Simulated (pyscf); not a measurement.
## H₂B–CH₃, singlet

Gas-phase minimum from PySCF at ωB97X-D3(BJ)/def2-SVP, one conformer. 

```xyz
7

B      0.3066     0.8121    -0.6347
C     -0.9918     0.4099    -1.4054
H      0.3420     0.7951     0.5769
H      1.2833     1.2156    -1.2286
H     -1.5523     1.3675    -1.4755
H     -0.8304     0.0740    -2.4408
H     -1.6500    -0.2909    -0.8701
```
Charge 0, spin multiplicity 1.

Bond lengths (Å): B1–C2 1.562, B1–H3 1.212, B1–H4 1.212, C2–H5 1.112, C2–H6 1.100, C2–H7 1.100. Angles (°): C2–B1–H3 120.9, C2–B1–H4 120.9, H3–B1–H4 118.1, B1–C2–H5 103.2, B1–C2–H6 114.9, B1–C2–H7 114.9, H5–C2–H6 106.1, H5–C2–H7 106.1, H6–C2–H7 110.5.

Properties at ωB97X-D3(BJ)/def2-SVP:

```
Property                                                                                                                                                                                                  Result
---------------------------------------------------------------------------------------------------------------------  -----------------------------------------------------------------------------------------
Harmonic wavenumbers, unscaled                                                                                         175, 551, 680, 978, 1057, 1081, 1238, 1328, 1414, 1461, 2571, 2656, 3024, 3127, 3182 cm⁻¹
Zero-point energy                                                                                                                                                                                  35.1 kcal/mol
Rotational symmetry number                                                                                                                                                                                     1
Entropy of this conformer at 298 K and 1 atm, rigid rotor and harmonic oscillator, modes under 100 cm⁻¹ raised to 100                                                                            247.4 J/(mol K)
Dipole moment                                                                                                                                                                                             0.69 D
```

Single-point totals, which compare only within one level (frozen core for MP2 and CC):

| level | total energy (hartree) |
|---|---|
| ωB97X-D3(BJ)/def2-TZVP | -66.01221 |
| PBE/def2-TZVP | -65.84622 |
| r²SCAN/def2-TZVP | -65.91002 |
| B3LYP-D3(BJ)/def2-TZVP | -65.97852 |
| PBE0-D3(BJ)/def2-TZVP | -65.86858 |
| M06-2X/def2-TZVP | -65.92147 |
| ωB97M-D3(BJ)/def2-TZVP | -65.97683 |
| HF/def2-TZVPP | -65.46718 |
| MP2/def2-TZVPP | -65.75480 |
| CCSD/def2-TZVPP | -65.78704 |
| CCSD(T)/def2-TZVPP | -65.79716 |

Soft torsions are taken as harmonic, which can shift the entropy by several J/(mol K). The CCSD(T) − MP2 part came from Ansatz, without density fitting, on the same reference.
